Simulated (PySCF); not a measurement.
# Spin-rotation constants: SMILES Cc1nnc(SC)n1C, C5H9N3S

Geometry:
```csv
atom,x (Å),y (Å),z (Å)
C1,3.441,-0.160,-0.467
S2,2.156,-0.743,0.666
C3,0.789,-0.014,-0.118
N4,0.823,0.732,-1.186
N5,-0.442,1.097,-1.461
C6,-1.229,0.575,-0.568
C7,-2.698,0.720,-0.494
N8,-0.494,-0.156,0.333
C9,-0.963,-0.897,1.467
H10,3.279,-0.610,-1.441
H11,4.392,-0.469,-0.047
H12,3.375,0.920,-0.540
H13,-3.182,-0.253,-0.577
H14,-3.025,1.355,-1.312
H15,-2.991,1.171,0.453
H16,-0.105,-1.259,2.031
H17,-1.564,-1.749,1.142
H18,-1.572,-0.256,2.107
```

Method: GIAO B97-2/pcSseg-1 magnetisability, rotational g tensor and spin-rotation constants, non-relativistic, gas phase (PySCF). Geometry: GFN2-xTB.

**Question.** Give the nuclear spin-rotation constants along the inertial axes (H = +C I·J) beside the isotropic shieldings.

**Answer.** Rotational constants 3.0263, 0.9983, 0.7614 GHz. A star marks the isotopologue with that one atom substituted, in its own axes.
```
atom  isotope  Caa (kHz)  Cbb (kHz)  Ccc (kHz)  mean (kHz)  σ (ppm)
  N4      14N      0.760      0.208      0.046       0.338    -67.1
  N5      14N      0.844      0.199      0.049       0.364    -84.7
  N8      14N      0.277      0.158      0.048       0.161     88.0
 H10       1H     -0.273     -0.076     -0.003      -0.117     28.8
 H11       1H      0.066     -0.099     -0.086      -0.040     29.6
 H12       1H     -0.250     -0.058     -0.019      -0.109     28.6
 H13       1H     -0.269     -0.078     -0.017      -0.121     29.7
 H14       1H     -0.164     -0.011     -0.082      -0.086     28.9
 H15       1H     -0.269     -0.074     -0.020      -0.121     29.7
 H16       1H      0.018     -0.066     -0.082      -0.043     28.1
 H17       1H     -0.241     -0.092     -0.001      -0.111     28.6
 H18       1H     -0.155     -0.093     -0.022      -0.090     28.5
  C1     13C*      0.461      0.131      0.113       0.235    166.5
  S2     33S*      0.414      0.324      0.198       0.312    534.2
  C3     13C*      1.489      0.323      0.174       0.662     33.1
  C6     13C*      1.459      0.341      0.163       0.654     34.2
  C7     13C*      0.393      0.142      0.100       0.212    172.8
  C9     13C*      0.545      0.136      0.120       0.267    156.3
```
For the geometry as given, no vibrational averaging.
